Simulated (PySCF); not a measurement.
CH6AlP. Atoms are numbered in the order given.

```xyz
9

Al    -0.2901     0.0193    -0.7719
H     -0.9676    -0.8445    -1.9210
C     -0.0072     1.9448    -1.0005
H      0.6546     2.1407    -1.8634
H      0.4374     2.4315    -0.1179
H     -0.9627     2.4527    -1.2238
P      0.1670    -1.0342     1.2674
H      1.4199    -0.3766     1.4708
H      0.7274    -2.2108     0.6816
```

The structure is a stationary point at B3LYP-D3(BJ)/def2-SVP. The values are those of a single conformer.

Method: TDA-ωB97X/def2-SVPD run with PySCF.

Vertical excitations. Isolated molecule, no solvent.

```json
[
 {"state": "S1", "energy (eV)": "5.07", "λ (nm)": "244", "f": "0.030", "main pairs": "HOMO→LUMO 89 %"},
 {"state": "S2", "energy (eV)": "5.79", "λ (nm)": "214", "f": "0.003", "main pairs": "HOMO−1→LUMO 95 %"},
 {"state": "S3", "energy (eV)": "6.06", "λ (nm)": "205", "f": "0.002", "main pairs": "HOMO→LUMO+2 61 %, HOMO→LUMO+4 22 %"},
 {"state": "S4", "energy (eV)": "6.38", "λ (nm)": "194", "f": "0.119", "main pairs": "HOMO→LUMO+1 63 %, HOMO→LUMO+2 16 %"},
 {"state": "S5", "energy (eV)": "6.76", "λ (nm)": "184", "f": "0.054", "main pairs": "HOMO−2→LUMO 68 %"},
 {"state": "S6", "energy (eV)": "7.32", "λ (nm)": "169", "f": "0.201", "main pairs": "HOMO→LUMO+3 59 %"},
 {"state": "S7", "energy (eV)": "7.69", "λ (nm)": "161", "f": "0.126", "main pairs": "HOMO→LUMO+4 31 %, HOMO−1→LUMO+1 23 %, HOMO→LUMO+2 6 %, HOMO→LUMO+1 6 %"},
 {"state": "S8", "energy (eV)": "7.84", "λ (nm)": "158", "f": "0.182", "main pairs": "HOMO−1→LUMO+1 50 %, HOMO→LUMO+4 16 %"},
 {"state": "S9", "energy (eV)": "8.08", "λ (nm)": "154", "f": "0.038", "main pairs": "HOMO−2→LUMO+1 44 %, HOMO−2→LUMO+4 14 %, HOMO→LUMO+5 9 %, HOMO−2→LUMO+2 7 %"},
 {"state": "S10", "energy (eV)": "8.22", "λ (nm)": "151", "f": "0.258", "main pairs": "HOMO−2→LUMO+2 44 %, HOMO−2→LUMO+1 20 %"},
 {"state": "T1", "energy (eV)": "4.46", "λ (nm)": "278", "f": "0", "main pairs": "HOMO→LUMO 91 %"},
 {"state": "T2", "energy (eV)": "5.46", "λ (nm)": "227", "f": "0", "main pairs": "HOMO−1→LUMO 88 %"},
 {"state": "T3", "energy (eV)": "5.55", "λ (nm)": "223", "f": "0", "main pairs": "HOMO→LUMO+2 55 %, HOMO→LUMO+4 23 %"},
 {"state": "T4", "energy (eV)": "6.07", "λ (nm)": "204", "f": "0", "main pairs": "HOMO→LUMO+1 65 %, HOMO→LUMO+2 12 %"}
]
```
Triplets are in the Tamm–Dancoff approximation.
